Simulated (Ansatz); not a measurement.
Harmonic frequencies (cm⁻¹) at PBE0-D4/def2-TZVP from Ansatz: 73, 78, 84, 115, 158, 248, 287, 343, 431, 506, 526, 754, 784, 816, 874, 903, 907, 936, 941, 1140, 1180, 1211, 1479, 1493, 1498, 2207, 2210, 2222, 2229, 3021, 3087, 3125, 3918.

Each molecule was computed in one conformer, which needn't be the lowest.

Q: Which molecule is it?
A. `CO[SiH2]O[SiH3]`
B. `CS[SiH](F)Cl`
C. `CO[SiH](O)[SiH3]`
D. `OC[SiH2][SiH2]O`

A: C.
